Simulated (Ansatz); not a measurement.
Reactions of C3H3FO, SMILES `FC1=COC1`.

Calculated with Ansatz (gas phase, PBE0-D4/def2-TZVP geometries, no zero-point term in ΔE). CCSD(T)/CBS is the MP2 limit (def2-TZVPP, def2-QZVPP) plus CCSD(T) − MP2 in def2-TZVPP, frozen cores. This one scheme is used for every species, atoms too. Open shells (•) are unrestricted, without spin–orbit coupling. Spin–orbit coupling would lower the free atoms: a little for C, F, O. Bonds to Br are less sure, by a few kJ/mol each and by 10 to 20 or more in all where they break to atoms, as the def2 sets lack core-valence functions. Scalar relativity is left out up to krypton. One conformer a species, not always the lowest.

Problem. Order these by ΔE at CCSD(T)/CBS, lowest first. (Estimate.)
A. `FC1=COC1` + HBr → `BrC1=COC1` + H–F
B. `FC1=COC1` → 3 C• + F• + 3 H• + O•
C. `FC1=COC1` + H₂O → `OC1=COC1` + H–F
D. `FC1=COC1` → `C=C=C(O)F`
E. `FC1=COC1` → `OC1=C(F)C1`
F. `FC1=COC1` → `OCC#CF`

Solution. A (-48.0 kJ/mol), D (-37.9 kJ/mol), C (-15.6 kJ/mol), F (+41.7 kJ/mol), E (+74.1 kJ/mol), B (+3345.6 kJ/mol).

Largest T1 diagnostic: 0.013, for `FC1=COC1`.
